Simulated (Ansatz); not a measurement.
Two members of one family (Series BMe2X), computed with Ansatz in the gas phase. The two geometries come from different levels. Binding counts from free atoms in the multiplicity of their measured ground term, without zero-point energy. The structures are stationary points that may keep the symmetry of their start.

First: BMe2H (singlet, charge 0, PBE-D4/def2-TZVP geometry).

```xyz
10

B     0.2823   -0.0076   -0.4930
C    -0.2349    1.3675    0.0355
H     0.6533    1.8728    0.4665
H    -0.9852    1.3105    0.8388
H    -0.5849    2.0464   -0.7562
C     0.0642   -1.3615    0.2550
H    -0.7334   -1.8904   -0.3060
H    -0.2822   -1.2745    1.2951
H     0.9316   -2.0365    0.2051
H     0.8893   -0.0267   -1.5408
```

| level | HOMO (eV) | LUMO (eV) | gap (eV) | binding per atom (eV) |
| --- | --- | --- | --- | --- |
| PBE-D4/def2-SVP | -7.12 | -1.52 | 5.59 | 3.95 |
| PBE0-D4/def2-SVP | -8.57 | -0.51 | 8.06 | 3.93 |
| PBE0-D4/def2-TZVP | -8.64 | -0.60 | 8.03 | 3.90 |
| LC-ωPBE/def2-TZVP | -11.48 | 1.73 | 13.20 | 3.88 |
| ωB97X-V/def2-TZVP | -11.13 | 1.61 | 12.74 | 3.89 |

Second: BMe2Cl (singlet, charge 0, PBE-D4/def2-SVP geometry).

```csv
atom,x (Å),y (Å),z (Å)
B1,0.163,0.482,0.172
C2,1.231,-0.659,0.041
H3,1.591,-0.642,-1.014
H4,0.798,-1.669,0.195
H5,2.123,-0.528,0.684
C6,-1.356,0.291,-0.171
H7,-1.842,-0.117,0.746
H8,-1.521,-0.470,-0.962
H9,-1.891,1.226,-0.426
Cl10,0.705,2.085,0.736
```

Question: Estimate the same table for the second.

Answer: 
```csv
level,HOMO (eV),LUMO (eV),gap (eV),binding per atom (eV)
PBE-D4/def2-SVP,-6.70,-1.52,5.18,4.06
PBE0-D4/def2-SVP,-8.15,-0.56,7.59,4.03
PBE0-D4/def2-TZVP,-8.29,-0.73,7.56,3.99
LC-ωPBE/def2-TZVP,-11.10,1.61,12.70,3.96
ωB97X-V/def2-TZVP,-10.73,1.53,12.26,3.97
```
